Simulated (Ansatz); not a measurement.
Relaxation of CH6ClGa (9 atoms, charge 0, multiplicity 1), to a largest force component of 0.03 eV/Å in at most 50 steps.

The calculation used RKS PBE0-D4/def2-SVP (Ansatz).

```xyz
9
Properties=species:S:1:pos:R:3
Ga 0.026 0.207 0.155
C 0.024 0.162 2.134
H -0.930 -0.191 2.557
H 0.861 -0.426 2.543
H 0.162 1.193 2.507
H 1.398 0.164 -0.610
H -1.327 0.389 -0.622
Cl -0.386 -3.083 1.053
H -0.331 -2.117 1.968
```

Q: Where does it end, and by what steps?

A: The run converged. After 8 steps the energy has fallen by 0.149 eV; Cl8 moved furthest, 0.57 Å.

```csv
step,energy less start (eV),largest force component (eV/Å),accepted
0,0.0000,0.968,yes
1,-0.0421,0.939,yes
2,-0.0693,1.351,yes
3,-0.1036,1.057,yes
4,-0.1261,0.378,yes
5,-0.1465,0.121,yes
6,-0.1485,0.040,yes
7,-0.1488,0.032,yes
8,-0.1490,0.017,yes
```

```xyz
9
Properties=species:S:1:pos:R:3
Ga 0.002 0.030 0.249
C 0.036 0.294 2.212
H -0.909 -0.005 2.694
H 0.873 -0.235 2.693
H 0.174 1.367 2.426
H 1.359 -0.089 -0.541
H -1.347 0.237 -0.538
Cl -0.331 -2.729 0.605
H -0.362 -2.570 1.884
```

The run took 42 s on 2 threads of Arm Neoverse N1, with other jobs on the host, peak memory 0.2 GiB.
